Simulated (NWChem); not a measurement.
System: CH3F3Si; SMILES C[Si](F)(F)F

Here is an NWChem input.

```
start job
memory heap 200 mb stack 900 mb global 1100 mb
geometry units angstroms
  C      0.000000     0.000000     1.833273
  Si     0.000000     0.000000    -0.010995
  F     -0.839268    -1.248328    -0.613891
  F      1.500718    -0.102663    -0.613891
  F     -0.661450     1.350992    -0.613891
  H     -1.034892     0.074186     2.221692
  H      0.581693     0.859150     2.221692
  H      0.453199    -0.933336     2.221692
end
basis spherical
  C library def2-svp
  Si library def2-svp
  F library def2-svp
  H library def2-svp
end
dft
  xc slater vwn_5
  iterations 150
end
driver
  maxiter 120
end
task dft optimize
task dft freq
```

The level has its own optimisation; frequencies are unscaled.

Question: Predict the main results of this run. (LDA (Slater exchange, VWN5)/def2-SVP.) Quantities: r C–Si (Å); r C–H (Å); r F–Si (Å); highest harmonic frequency (cm⁻¹); lowest (cm⁻¹); zero-point energy (kcal/mol); dipole (D).

Answer: r C–Si (Å): 1.822
r C–H (Å): 1.110
r F–Si (Å): 1.602
highest harmonic frequency (cm⁻¹): 3101
lowest (cm⁻¹): 112
zero-point energy (kcal/mol): 28.1
dipole (D): 2.56
